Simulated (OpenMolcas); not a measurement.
**Si3+: CASPT2 settings compared**

```
Program             : OpenMolcas 26.06
Basis               : ANO-RCC-VDZ [4s3p]
Scalar Hamiltonian  : DKH3, point nucleus
Active space        : 1 electron in 4 orbitals (3s 3p)
State averaging     : 2S+1 = 2 even, 1 root; 2S+1 = 2 odd, 3 roots
Spin-orbit coupling : RASSI with atomic mean-field integrals over the reference wave functions, term energies averaged over their components
```

Methods on the same reference wave functions:
A. CASSCF
B. SS-CASPT2, IPEA 0.35 Eh, imaginary shift 0.1 Eh (closed shells correlated: 2s 2p)
C. SS-CASPT2, IPEA 0.5 Eh, sigma1 regulariser 0.3 Eh (closed shells correlated: 2s 2p)

Energies in cm⁻¹ above 3s ²S_1/2, the measured ground level; measured values from NIST levels in Kelleher and Podobedova, J. Phys. Chem. Ref. Data 37, 1285 (2008).

```json
{"Level": "3s ²S_1/2", "A": "0.0", "B": "0.0", "C": "0.0", "Measured": "0.0"}
{"Level": "3p ²P°_1/2", "A": "70124", "B": "70206", "C": "70206", "Measured": "71288"}
{"Level": "3p ²P°_3/2", "A": "70467", "B": "70550", "C": "70549", "Measured": "71749"}
```

Deviations, from unrounded energies. A percentage is the sum of absolute deviations over the sum of measured energies, with the sign that they share, or ± where signs differ.

| Against measurement | Levels | A | B | C |
| --- | --- | --- | --- | --- |
| mean absolute deviation (cm-1) | 2 | 1200 | 1100 | 1100 |
| other configurations (%) | 2 | -1.7 | -1.6 | -1.6 |

B, C lie about equally close to measurement and A furthest from it. The largest miss of B in the table is 3p ²P°_3/2, by -1200 cm-1. The ranking rests on the paired levels alone, and a cruder setting can come out closer through cancelling errors.

Between B and C no level of the table moves by more than 5 cm-1.

The lowest spin-free term lies below A's lowest term by 0.004 hartree in B, 0.004 hartree in C.

The basis is small and was not contracted for so high a charge. With one active electron the reference holds no correlation, so core polarisation is missing (holds for A). With one active electron, CASPT2 adds the correlation within the correlated inactive shells and between them and that electron, and leaves the splitting within a term as the reference gives it (holds for B; C). Computed and measured levels are paired by configuration, term and J; levels that our copy of the source lacks, or whose pairing is in doubt (as where it misses far off the trend of its configuration), stay unpaired and out of the deviations. Levels of configurations outside the active space are missing.

° marks odd parity.
